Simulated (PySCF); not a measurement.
**Ionisation energy of Ni¹⁶⁺ by level of theory**

Ni¹⁶⁺ [Ne] 3s2 (1S) → Ni¹⁷⁺ [Ne] 3s1 (2S), as a difference of total energies. Computed with PySCF 2.14 in an even-tempered Gaussian basis (18 s from 1.4 bohr⁻², ratio 2.5; 11 p from 1.8 bohr⁻², ratio 2.5; 5 d from 7.1 bohr⁻², ratio 2.7; 4 f from 11 bohr⁻², ratio 2.7), with the spin-free X2C one-electron Hamiltonian (Gaussian nucleus). Correlated levels: outer shells: 1s2 frozen; virtual orbitals above 40 to 60 times the deepest correlated orbital energy dropped. The calculations carry no spin-orbit coupling.

```
                method  ionisation energy (eV)
                   UHF                  566.81
                   LDA                  569.75
                   PBE                  570.13
                r2SCAN                  567.56
                  PW91                  570.39
                PBEsol                  569.31
SCS-MP2 (outer shells)                  569.48
```

Estimate what PBE0 gives.

569.58 eV, closest to SCS-MP2 (outer shells) among the rows shown.

Estimate what MP2 (outer shells) gives.

569.22 eV, closest to PBEsol among the rows shown.

For comparison: 571.07 ± 0.12 eV (semi-empirical (NIST evaluation); NIST Atomic Spectra Database, ionization energies).
